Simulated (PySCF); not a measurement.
Species: C₄H₉BN₂.
Bonds: C1–C2 (double), C2–B3, B3–N4, N4–C5, C5–C6, C6–N7, B3–N7. Hydrogens: H8, H9 on C1; H10 on C2; H11 on N4; H12, H13 on C5; H14, H15 on C6; H16 on N7.

A GFN2-xTB structure was refined with PySCF, PBE0-D3(BJ)/def2-SVP geometry optimisation, gas phase. Its GFN2-xTB values:

```csv
coordinate,GFN2-xTB
C1=C2,1.325 Å
C1–H8,1.109 Å
C1–H9,1.056 Å
C2–B3,1.573 Å
C2–H10,1.085 Å
B3–N4,1.378 Å
N4–C5,1.483 Å
N4–H11,0.990 Å
C5–C6,1.532 Å
C5–H12,1.083 Å
C1–C2–B3,126.8°
C2–B3–N4,125.8°
C2–B3–N7,124.8°
B3–N4–C5,110.7°
N4–B3–N7,109.3°
N4–C5–C6,104.3°
C1–C2–B3–N4,-1°
B3–N4–C5–C6,0°
N4–C5–C6–N7,0°
C5–C6–N7–B3,-1°
```

Question: How do these coordinates change at the PBE0-D3(BJ)/def2-SVP level?

Answer: 
```csv
coordinate,PBE0-D3(BJ)/def2-SVP (Å or °),change
B3–N4,1.425,+0.047
C1–H9,1.096,+0.040
N4–C5,1.450,-0.033
C5–H12,1.103,+0.020
N4–H11,1.010,+0.020
C1=C2,1.339,+0.014
C2–H10,1.098,+0.013
C1–H8,1.096,-0.013
C2–B3,1.561,-0.012
C5–C6,1.537,+0.005
C1–C2–B3,123.6,-3.2
N4–B3–N7,107.2,-2.1
C2–B3–N7,126.2,+1.4
B3–N4–C5,109.7,-1.0
N4–C5–C6,103.5,-0.8
C2–B3–N4,126.6,+0.8
N4–C5–C6–N7,25,+25
B3–N4–C5–C6,-21,-21
C5–C6–N7–B3,-21,-20
C1–C2–B3–N4,-21,-20
```

The energy falls by 5.2 kcal/mol over 19 energy and gradient evaluations, the largest force component goes from 0.0501 to 4.2e-05 Eh/bohr, and the atoms move by 0.349 Å rms after alignment. The bond that changes most is B3–N4 (three-coordinate boron to boron-bound nitrogen), which lengthens by 0.047 Å. Bonds longer at the end by more than 0.005 Å: 9 of 16; shorter: 6. Among the dihedrals that turn most is H12–C5–C6–H14, from -119° to -91°. Rotational constants go from 6614, 1770, 1421 to 6414, 1782, 1446 MHz.

The run used 143 basis functions and 133 SCF cycles in all.

Whether it is a minimum is left open (no frequencies). The numbers are those of one conformer.
